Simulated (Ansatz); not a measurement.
Gas-phase electronic energies from Ansatz, PBE0-D4/def2-TZVP geometries. CCSD(T)/CBS is the MP2 limit (def2-TZVPP, def2-QZVPP) plus CCSD(T) − MP2 in def2-TZVPP, frozen cores. This one scheme is used for every species. DFT in def2-TZVPP. One conformer a species, not always the lowest.

Reaction (redistribution): `N[SiH](O)O` + `CO[SiH2]N[SiH2]O` → `O[SiH2]N[SiH](O)O` + `CO[SiH2]N`

`N[SiH](O)O`:

```xyz
9

N    -1.220    0.235    0.198
Si    0.390    0.159   -0.386
O     0.679   -1.401   -0.802
O     1.357    0.784    0.780
H    -1.555    1.084    0.626
H    -1.958   -0.220   -0.315
H     0.732    0.929   -1.597
H     0.389   -2.077   -0.187
H     1.186    0.507    1.682
```

`CO[SiH2]N[SiH2]O`:

Cartesian coordinates in Å:
```
C 0.078 0.622 2.103
O -0.838 -0.059 1.273
Si -0.366 -1.317 0.309
N 0.658 -0.775 -0.959
Si 0.232 0.485 -2.064
O -1.140 1.185 -1.502
H -0.463 1.394 2.652
H 0.540 -0.059 2.827
H 0.873 1.100 1.519
H -1.645 -1.860 -0.193
H 0.405 -2.312 1.102
H 1.620 -1.078 -0.934
H 1.385 1.425 -2.157
H -0.098 0.004 -3.428
H -1.241 1.245 -0.547
```

`O[SiH2]N[SiH](O)O`:

```xyz
13

O     0.391   -1.742    1.180
Si    0.051   -1.650   -0.443
N     0.274   -0.024   -0.920
Si   -0.323    1.382   -0.131
O     0.928    2.442   -0.192
O    -0.822    0.947    1.362
H    -0.009   -2.471    1.658
H    -1.345   -2.131   -0.619
H     0.974   -2.490   -1.248
H     0.978    0.137   -1.625
H    -1.505    2.010   -0.761
H     0.728    3.364   -0.025
H    -0.320    0.228    1.763
```

`CO[SiH2]N`:

Cartesian coordinates in Å:
```
C -1.002 -1.403 -0.144
O -1.156 -0.005 -0.152
Si -0.002 1.019 0.419
N 1.502 0.992 -0.384
H -0.191 -1.721 -0.809
H -0.793 -1.782 0.864
H -1.933 -1.855 -0.494
H 0.307 0.664 1.831
H -0.629 2.350 0.267
H 2.266 0.416 -0.075
H 1.631 1.324 -1.324
```

(1) Is it downhill or uphill in electronic energy at CCSD(T)/CBS, and by how much? (An estimate is asked.)

(2) What do these levels give: r2SCAN-D4, B2PLYP, PBE, CCSD/def2-TZVPP, HF/CBS(def2), MP2/CBS(def2)? (Best estimate.)

Largest T1 diagnostic among the species: 0.012.

Results:

(1) Ansatz gave: Downhill: ΔE = -0.07 eV.

(2) The calculation gave: r2SCAN-D4 -0.09, B2PLYP -0.10, PBE -0.11, CCSD/def2-TZVPP -0.08, HF/CBS(def2) -0.10, MP2/CBS(def2) -0.07 eV.
